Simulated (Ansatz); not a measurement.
# Four-centre ligand exchange

Start structure (BSiH₄F₃, singlet), relaxed at PBE0-D4/def2-TZVP:

```
atom    x (Å)    y (Å)    z (Å)
  B1  -0.8428  -0.5682   0.0864
 Si2  -0.0914   1.2087  -0.5465
  F3  -1.2700  -1.4909  -0.7527
  F4  -0.9942  -0.8496   1.3765
  H5   1.3612  -1.7384   1.4112
  F6   1.6004  -1.5300   0.5444
  H7  -1.2220   2.1240  -0.8651
  H8   0.7364   1.8306   0.5183
  H9   0.7225   1.0136  -1.7726
```

The step: BSiH₃F₂ ([F][B]([F])[SiH3]) + HF → BF₃ ([F][B]([F])[F]) + SiH₄; bonds formed: B1–F6, Si2–H5; bonds broken: B1–Si2, H5–F6. Ansatz 0.2.0; basis: def2-TZVPP and def2-QZVPP; cores frozen in the correlated methods. Extrapolation: Hartree–Fock as exp(−7.88 √X), correlation as X^−2.97. Energies below are by CCSD(T) at an estimated basis limit (MP2 extrapolated from triple and quadruple zeta, plus CCSD(T) − MP2 in triple zeta).

Problem. What are the electronic barrier and the energy of the step, from the start structure to the end structure? (An estimate is asked for; the value comes from the calculation.)

Solution. Computed: Barrier 124.8 kJ/mol; step energy -151.1 kJ/mol (downhill); reverse barrier, their difference, 275.9 kJ/mol. Barrier and step energy count from the start structure, the reverse barrier from the end structure.

The saddle point: One imaginary mode of 1095i cm⁻¹.
```
  pair  start (Å)  saddle (Å)  end (Å)
 B1–F6       2.67        1.64     1.31
Si2–H5       3.82        1.95     1.49
B1–Si2       2.03        2.22     3.67
 H5–F6       0.92        1.11     2.88
```

Zero-point energy (harmonic, PBE0-D4): ZPE is 117.8 kJ/mol at the start and 111.8 kJ/mol at the saddle, so the barrier goes from 124.8 to 118.7 kJ/mol.

The T1 diagnostic stays at or below 0.014.

Steps of this kind, hydrogen fluoride cutting a network bond, underlie vapour etching and the fluorination step of atomic layer etching.

Labels in which every atom is bracketed show which atoms are joined, not bond orders.

For scale, one of the runs: CCSD(T)/def2-TZVPP, 222 basis functions, launched by `ansatz run in.yaml --threads 4 --pin off --events-out ev --progress --plain --max-ram 9574MiB`. The run took 110 s on 4 CPU threads of an Arm Neoverse V1 (shared host), with 3.7 GiB of host memory at its peak.
